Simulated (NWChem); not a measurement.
Molecule: C$_{2}$H$_{6}$MgO$_{2}$; SMILES C[O][Mg][O]C

```xyz
11

Mg     0.0000     0.0000     0.7016
O      1.7685     0.0082     0.7021
C      3.1398     0.0145     0.7027
H      3.5548     0.9687     1.0863
H      3.5628    -0.7917     1.3360
H      3.5607    -0.1277    -0.3134
O     -1.7685    -0.0082     0.7021
C     -3.1398    -0.0145     0.7027
H     -3.5628     0.7917     1.3360
H     -3.5607     0.1277    -0.3134
H     -3.5548    -0.9687     1.0863
```
Atoms are numbered in this order, from 1.

Level: PBE0/def2-SVP (NWChem), optimised geometry, unscaled harmonic frequencies. 

| frequency (cm⁻¹) | IR intensity (km/mol) |
|---|---|
| 12 | 0.0 |
| 63 | 0.1 |
| 63 | 0.1 |
| 100 | 0.0 |
| 100 | 0.0 |
| 177 | 117.3 |
| 177 | 117.3 |
| 426 | 0.0 |
| 765 | 37.3 |
| 1189 | 0.0 |
| 1189 | 0.0 |
| 1190 | 0.0 |
| 1190 | 0.0 |
| 1309 | 0.0 |
| 1318 | 788.8 |
| 1475 | 0.0 |
| 1475 | 0.0 |
| 1475 | 0.7 |
| 1475 | 0.7 |
| 1482 | 55.4 |
| 1485 | 0.0 |
| 2967 | 328.2 |
| 2970 | 0.0 |
| 3037 | 8.9 |
| 3037 | 12.4 |
| 3037 | 121.5 |
| 3037 | 125.0 |

```
Quantity                                                                           Result
-----------------------------------------------------------------------  ----------------
zero-point energy                                                           51.8 kcal/mol
thermal correction to the enthalpy at 298.15 K (with zero-point energy)     57.7 kcal/mol
heat capacity Cv                                                         23.3 cal/(mol K)
entropy at 298.15 K and 1 atm (symmetry number 6)                        90.6 cal/(mol K)
dipole moment                                                                      0.00 D
```

Rigid rotor and harmonic oscillator; modes under 100 cm⁻¹ make the entropy uncertain.
